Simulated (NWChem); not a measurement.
Molecule: InH3SO2; SMILES [OH][In]([OH])[SH]

```xyz
7

In     0.0072    -0.2538     0.0000
O      1.5980    -1.4550     0.0000
H      2.4300    -0.9679     0.0000
O     -1.7693    -1.1500     0.0000
H     -1.6737    -2.1102     0.0000
S      0.0948     2.1332     0.0000
H     -1.2547     2.2223     0.0000
```
Atoms are numbered in this order, from 1.

Structure relaxed at the PBE0/def2-SVP level. No frequency run checked for a minimum. def2 effective core potentials on In; no spin-orbit coupling.

Symmetry labels are those of Cs in the frame above (b1 and b2, or b-type labels, depend on it).

Question: List the 4 lowest vertical singlet excitations from B3LYP/def2-SVPD with def2 effective core potentials on In, TDA (NWChem).

Answer: 
```csv
state,energy (eV),oscillator strength,symmetry,leading excitation (squared amplitude)
S1,4.19,0.009,a",HOMO → LUMO (0.99)
S2,4.84,0.000,a",HOMO−1 → LUMO (0.99)
S3,5.44,0.058,a",HOMO−3 → LUMO (0.98)
S4,5.46,0.032,a',HOMO → LUMO+1 (0.52)
```
